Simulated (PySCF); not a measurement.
ScCl3, SMILES [Cl][Sc]([Cl])[Cl].

Geometry: B3LYP-D3(BJ)/def2-SVP. The isomer is the one that the SMILES or the coordinates give; other isomers of the formula were not compared.

The numbers are results of HF/def2-TZVPD (PySCF), not measurements.

The molecule is in vacuum.

Computed frontier levels, gap, dipole moment and polarisability:
The highest occupied level is -12.49 eV, the lowest empty level is -0.14 eV and the orbital gap comes out as 12.34 eV. The dipole moment is 0.00 D. The quadrupole, principal values (traceless, Buckingham form, about the centre of nuclear charge) is -7.05, -7.05, 14.11 D·Å. The mean static polarisability comes out as 66.3 bohr³ (9.83 Å³) and the polarisability, principal values is 53.1, 72.9, 72.9 bohr³.
